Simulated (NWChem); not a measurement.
System: FeH₂S₂, quintet; SMILES [SH][Fe][SH]

NWChem input:

```
start job
memory heap 200 mb stack 900 mb global 1100 mb
geometry units angstroms noautoz
  Fe     0.272150     0.144926     0.002184
  S      0.211928    -2.078482    -0.002669
  H      1.551005    -2.272930    -0.000403
  S      0.333822     2.368359     0.006986
  H     -1.004966     2.565164     0.004706
end
basis spherical
  * library def2-svp
end
dft
  odft
  mult 5
  xc slater pw91lda
  iterations 150
  mulliken
end
task dft energy
```

Structure relaxed at the PBE0/def2-SVP, spin-unrestricted level. The spin multiplicity was typed, not searched, and may not be the lowest. No stability test was run on the SCF state.

**Question.** Predict the main results of this run. (LDA (Slater exchange, PW92)/def2-SVP, spin-unrestricted.) Quantities: energy (Ha); highest occupied level (eV); lowest empty minus highest occupied level, either spin (eV); <S²>.

**Answer.** 
```
Property                                                        Value
-----------------------------------------------------------  --------
energy (Ha)                                                  -2055.70
highest occupied level (eV)                                     -5.12
lowest empty minus highest occupied level, either spin (eV)      0.11
<S²>                                                             6.02
```
